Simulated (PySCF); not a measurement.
3-methylbut-3-enal (C5H8O), SMILES C=C(C)CC=O.

Coordinates come from a ωB97X-D3(BJ)/def2-SVP optimisation. One conformer was computed; it need not be the lowest.

The numbers are results of ωB97X/def2-TZVP run with PySCF, not measurements.

Gas-phase values at a fixed geometry.

```json
{
  "total_energy": "-270.56997 hartree",
  "highest_occupied_level": "-9.60 eV",
  "lowest_empty_level": "1.26 eV",
  "orbital_gap": "10.87 eV",
  "dipole_moment": "2.42 D",
  "quadrupole, principal values (traceless, Buckingham form, about the centre of nuclear charge)": "-10.10, 2.57, 7.53 D·Å",
  "mean_static_polarisability": "62.9 bohr³ (9.32 Å³)",
  "polarisability_principal_values": "49.9, 58.7, 80.1 bohr³"
}
```
